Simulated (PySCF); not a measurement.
**From computed data to an observable: oscillator strength and radiative lifetime**

Be(NMe2)(SH) (C2H7BeNS), SMILES [Be]([SH])[N](C)C.

Coordinates come from a r2SCAN-D4/def2-SVP optimisation. The structure was generated by enumeration; whether it is a known compound was not checked. The values are those of a single conformer.

TDA-PBE/def2-SVPD in PySCF puts the first singlet state with f over 0.02 at 5.23 eV (vertical), with the transition dipole (-0.638, 0.154, 0.000) in atomic units.

Q: Find the oscillator strength, the wavelength and the radiative lifetime that this transition would have in vacuum if emission retraced absorption.

A: 
|μ|² = 0.4308 au, so |μ| = 1.67 D. ΔE = 5.23/27.211 = 0.1922 hartree. f = (2/3) ΔE |μ|² = 0.055 (the program prints 0.055).
λ = 1239.84/5.23 = 237 nm; ν = 42183 cm⁻¹.
Einstein's coefficient A = 0.6670 ν² f s⁻¹ (ν in cm⁻¹) = 6.6e7 s⁻¹, so τ = 1/A = 15 ns. This state is S3; the lower singlets have f = 0.008, 0.000. The figure is the radiative limit of this one transition; relaxation, internal conversion, crossing to triplets and a medium change what is measured.
